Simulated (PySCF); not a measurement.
# Dipole response of N²⁺ (nitrogen, charge +2)

[He] 2s2 2p1, 2P determinant. Computed with PySCF 2.14 in aug-cc-pVQZ-DK (6s5p4d3f2g, 80 functions), with the spin-free X2C one-electron Hamiltonian (Gaussian nucleus). Coupled (time-dependent) response in atomic units; α is the mean over directions.

| method | mean α (bohr³) | α xx, yy, zz | C₆ (like pair) | S(−4) |
| --- | --- | --- | --- | --- |
| UHF | 2.706 | 2.816, 2.485, 2.816 | 3.831 | 9.087 |
| PBE | 2.583 | 2.695, 2.358, 2.695 | 3.667 | 6.840 |
| PBE0 | 2.596 | 2.711, 2.366, 2.711 | 3.683 | 7.029 |
| r2SCANh | 2.660 | 2.766, 2.448, 2.766 | 3.901 | 7.151 |
| B3LYP | 2.587 | 2.707, 2.348, 2.707 | 3.655 | 6.967 |

S(−4) is the Cauchy moment in α(ω) = α(0) + S(−4) ω² + …

α(iu) at r2SCANh:

```csv
u (hartree),α(iu) (bohr³)
0,2.660
0.0500,2.642
0.100,2.591
0.200,2.415
0.300,2.184
0.500,1.717
0.750,1.269
1.00,0.9674
1.50,0.6136
2.00,0.4229
3.00,0.2350
5.00,0.1035
```

A single London oscillator, α(iu) = α/(1 + u²/ω²), gives C₆ = (3/4) ω α². Matching the computed C₆ needs ω = 4 × 3.901 / (3 × 2.660²) = 0.735 hartree.

For an ion, C₆ is the dispersion term alone; charge-induced terms of lower order in 1/R come first.

The components differ because the open shell of this determinant is not spherical; for a pure term their mean is the scalar polarisability.
